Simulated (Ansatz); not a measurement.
```yaml
crystal:
  periodic: [false, false, false]
  atoms:
    - {symbol: C, position_ang: [1.283441, 1.053219, 0.172194]}
    - {symbol: C, position_ang: [-0.100043, -0.073607, 0.106467]}
    - {symbol: C, position_ang: [1.041828, -1.276678, -0.694719]}
    - {symbol: C, position_ang: [-0.614567, -0.444997, 1.510996]}
    - {symbol: O, position_ang: [-0.906829, 0.287504, -0.706893]}
    - {symbol: Si, position_ang: [-1.019034, 1.766951, -1.397385]}
    - {symbol: O, position_ang: [-2.434568, 1.173288, -2.556233]}
    - {symbol: H, position_ang: [1.962450, 0.546058, 1.012415]}
    - {symbol: H, position_ang: [1.732445, 1.092970, -0.518071]}
    - {symbol: H, position_ang: [0.488180, 1.861103, 0.760884]}
    - {symbol: H, position_ang: [-0.076928, -2.314521, -0.360366]}
    - {symbol: H, position_ang: [1.471208, -1.864159, 0.583755]}
    - {symbol: H, position_ang: [1.358460, -1.381470, -1.335746]}
    - {symbol: H, position_ang: [-1.114398, -1.030361, 1.372451]}
    - {symbol: H, position_ang: [0.379907, -0.861362, 2.066746]}
    - {symbol: H, position_ang: [-1.237062, 0.655064, 1.670949]}
    - {symbol: H, position_ang: [-2.913354, 0.541864, -2.380658]}
basis:
  gaussian: {orbitals: def2-SVP}
magnetization: {spin_polarized: true, initial_magnetization: 2}
hamiltonian: {xc: {name: wB97X}}
accuracy: high
output: {forces: true}
```

```sh
$ ansatz run in.yaml --threads 2 --pin off --events-out ev --progress --plain --max-ram 32768MiB --backend cpu
```

Shortened log:

```
Functional definition: wB97X
3702 factors; integrals over basis functions are off by at most 9.2e-9 eV
564 factors; integrals over basis functions are off by at most 2.5e-9 eV
mean field evaluation 1: about -16236.4630 eV, gradient 5.0e1 eV
mean field evaluation 2: about -16235.8701 eV, gradient 5.5e1 eV
mean field evaluation 4: about -16247.8586 eV, gradient 2.9e0 eV
mean field evaluation 8: about -16248.3685 eV, gradient 7.4e-1 eV
mean field evaluation 16: about -16248.4571 eV, gradient 6.3e-2 eV
mean field evaluation 32: about -16248.4574 eV, gradient 1.8e-4 eV
mean field -16248.45735839 eV, -597.1197943208 hartree, gradient 9.6e-8 eV, S^2 2.016181; 2 other end points of the search recorded, 0 dependent functions left out
reference -16248.45735511 eV, -597.1197942005 hartree; 33, 31 occupied and 119, 121 virtual orbitals, 3702 factors
Total energy: -16248.45735511 eV, -597.1197942005 hartree
Atom 0 at     1.283441     1.053219     0.172194 Å, force   -15.161430    -2.970338    23.943929 eV/Å
Atom 1 at    -0.100043    -0.073607     0.106467 Å, force    11.544846    -2.929194     2.840531 eV/Å
Atom 2 at     1.041828    -1.276678    -0.694719 Å, force   -24.803356     0.976131    47.646072 eV/Å
Atom 3 at    -0.614567    -0.444997     1.510996 Å, force    20.241417    23.515585     3.447286 eV/Å
Atom 4 at    -0.906829     0.287504    -0.706893 Å, force    -5.295877     0.561725    -3.548910 eV/Å
Atom 5 at    -1.019034     1.766951    -1.397385 Å, force    -4.230826     1.094198    -3.867293 eV/Å
Atom 6 at    -2.434568     1.173288    -2.556233 Å, force    10.704110    12.977627    -2.173488 eV/Å
Atom 7 at     1.962450     0.546058     1.012415 Å, force    -1.296032     1.572704    -1.566519 eV/Å
Atom 8 at     1.732445     1.092970    -0.518071 Å, force    11.096234     1.990711   -18.941586 eV/Å
Atom 9 at     0.488180     1.861103     0.760884 Å, force     2.879545    -0.994559    -2.240417 eV/Å
Atom 10 at    -0.076928    -2.314521    -0.360366 Å, force     3.222624     2.449717    -2.087204 eV/Å
Atom 11 at     1.471208    -1.864159     0.583755 Å, force    -0.105838     2.025415    -4.699727 eV/Å
Atom 12 at     1.358460    -1.381470    -1.335746 Å, force    19.165112    -5.848023   -38.557633 eV/Å
Atom 13 at    -1.114398    -1.030361     1.372451 Å, force   -19.173248   -21.852498    -4.386092 eV/Å
Atom 14 at     0.379907    -0.861362     2.066746 Å, force    -2.821981     1.648387    -0.392351 eV/Å
Atom 15 at    -1.237062     0.655064     1.670949 Å, force     1.959042    -3.283601     0.799402 eV/Å
Atom 16 at    -2.913354     0.541864    -2.380658 Å, force    -7.924341   -10.933987     3.784001 eV/Å
Dipole moment:     0.457104    -0.246898     0.689045 e Å
```

Run time 100 s (2 threads of an AMD EPYC 7R13 on a shared host); peak host memory 2 GiB.
